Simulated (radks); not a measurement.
Task: All-electron atom: the gadolinium ion Gd3+ in [Xe] 4f7. Method: scalar-relativistic Kohn-Sham, r2SCAN, spin-unpolarised, spherical densities, finite nucleus; meta-GGA in the generalised Kohn-Sham scheme; Fermi nuclear charge, rms radius 5.1569 fm; computed with a radial shooting solver on a logarithmic mesh with Libxc functionals. Some entries of the table are withheld. Estimate them.

orbital,occ.,eigenvalue (eV),<r> (bohr)
1s,2,-50196.40,0.02191
2s,2,-8330.909,0.09326
2p,6,-7413.201,0.08238
3s,2,-1874.450,0.2440
3p,6,-1588.650,0.2427
3d,10,-1211.348,0.2212
4s,2,-401.5373,0.5531
4p,6,-306.8479,(1)
4d,10,-175.3264,0.6364
5s,2,-76.0000,1.329
5p,6,-52.6446,1.525
4f,7,-33.3393,0.8497
5d,0,-24.0301,2.118
6s,0,-20.9885,(2)

Result: 
(1) 4p <r> (bohr): 0.5852
(2) 6s <r> (bohr): 3.162
